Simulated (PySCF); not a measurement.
PySCF input for In(Cl)3 anion (Cl3In), SMILES [Cl][In]([Cl])[Cl] (connectivity only; charge and spin as stated), charge -1, multiplicity 2, B3LYP-D3(BJ)/def2-SVPD. The structure is a stationary point at B3LYP-D3(BJ)/def2-SVPD. The spin state was assumed, not searched. The isomer is the one that the SMILES or the coordinates give; other isomers of the formula were not compared. The def2 effective core potentials stand for the cores of In; spin–orbit coupling is left out.

```python
import numpy as np
from pyscf import gto, scf, dft, df
from pyscf.hessian import thermo

mol = gto.M(
    atom='''
    In   -0.00000000   -0.00000000    0.44243583
    Cl    2.05145677   -1.18440912   -0.42508541
    Cl   -2.05145677   -1.18440911   -0.42508541
    Cl    0.00000000    2.36881824   -0.42508540
    ''',
    basis='def2-SVPD',
    ecp={'In': 'def2-svp'},
    charge=-1,
    spin=1,
    max_memory=1600,
    verbose=3,
)
mf = dft.UKS(mol, xc='b3lyp').density_fit(auxbasis='def2-universal-jkfit')
mf.disp = 'd3bj'
mf.grids.level = 3
mf.conv_tol = 1e-11
mf.max_cycle = 100
mf.kernel()
fine, coarse = mf.grids, dft.Grids(mol).set(level=1).build(with_non0tab=True)
for _ in range(3):  # follow internal instabilities
    mf.grids = coarse
    mo, _, stable, _ = mf.stability(return_status=True, nroots=4)
    mf.grids = fine
    if stable:
        break
    mf.kernel(mf.make_rdm1(mo, mf.mo_occ))

# [left out here: the lines that compute and print the analytic Hessian (its translational invariance restored by hand, since the grid's response is missing), thermochemistry and intensities]
```

It prints:

```

WARN: HOMO -0.616396862617473 >= LUMO -0.61639686261747


WARN: HOMO 0.201030616504252 >= LUMO 0.201031196389279

converged SCF energy = -1570.6872041785  <S^2> = 0.75230483  2S+1 = 2.0023035
<class 'pyscf.df.df_jk.DFUKS'> wavefunction is stable in the internal stability analysis

WARN: DFTD3 does not support analytical Hessian, using finite difference


WARN: Mole.unit (angstrom) is changed to Bohr

Mode                                 0                   1                   2
Irrep
Freq [cm^-1]                       72.1196             72.1919             84.7627
Reduced mass [au]                  38.6126             38.6128             46.4931
Force const [Dyne/A]                0.1183              0.1186              0.1968
Char temp [K]                     103.7641            103.8681            121.9546
Normal mode                   x     y     z       x     y     z       x     y     z
       0  In                -0.03  0.00 -0.00    0.00  0.03 -0.00   -0.00 -0.00 -0.05
       1  Cl                -0.01  0.07 -0.02   -0.07 -0.08 -0.01    0.04 -0.03  0.06
       2  Cl                -0.01 -0.07  0.02    0.07 -0.08 -0.01   -0.04 -0.03  0.06
       3  Cl                 0.12  0.00  0.00   -0.00  0.05  0.03    0.00  0.05  0.06
Mode                                 3                   4                   5
Irrep
Freq [cm^-1]                      249.9659            261.8450            261.8454
Reduced mass [au]                  39.1656             44.8653             44.8651
Force const [Dyne/A]                1.4418              1.8124              1.8124
Char temp [K]                     359.6452            376.7367            376.7372
Normal mode                   x     y     z       x     y     z       x     y     z
       0  In                 0.00  0.00 -0.03   -0.05  0.00 -0.00    0.00  0.05  0.00
       1  Cl                -0.07  0.04  0.04    0.08 -0.04 -0.04    0.04 -0.03 -0.02
       2  Cl                 0.07  0.04  0.04    0.08  0.04  0.04   -0.04 -0.03 -0.02
       3  Cl                -0.00 -0.08  0.04    0.00 -0.00  0.00   -0.00 -0.11  0.04
temperature 298.1500 [K]
pressure 101325.00 [Pa]
Rotational constants [GHz] 1.48671 1.48671 0.84687
Symmetry number 3
Zero-point energy (ZPE) 0.00228 [Eh]   5997.661 [J/mol]
                           tot       elec      trans        rot        vib
Entropy [J/mol/K]       367.369      5.763    176.080    114.422     71.105
Cv [J/mol/K]             71.563      0.000     12.472     12.472     46.619
Cp [J/mol/K]             79.877      0.000     20.786     12.472     46.619
Internal energy [J/mol]                      3718.434   3718.434  15894.489
Internal energy [Eh]   -1570.67832  -1570.68720
Enthalpy [J/mol]                             6197.391   3718.434  15894.489
Enthalpy [Eh]          -1570.67737
Gibbs free energy [J/mol]                  -46300.715 -30396.360  -5305.428
Gibbs free energy [Eh] -1570.71909
mode   freq/cm-1   IR/(km/mol)
   1       72.12         2.561
   2       72.19         2.560
   3       84.76         7.378
   4      249.97        19.313
   5      261.85        97.245
   6      261.85        97.246
max |gradient| / (hartree/bohr): 9.041803168645499e-05
APT charges: [ 1.275  -0.7584 -0.7584 -0.7584]
```

The calculation finished and met its thresholds.

Cost: roughly 2.4 core-minutes.
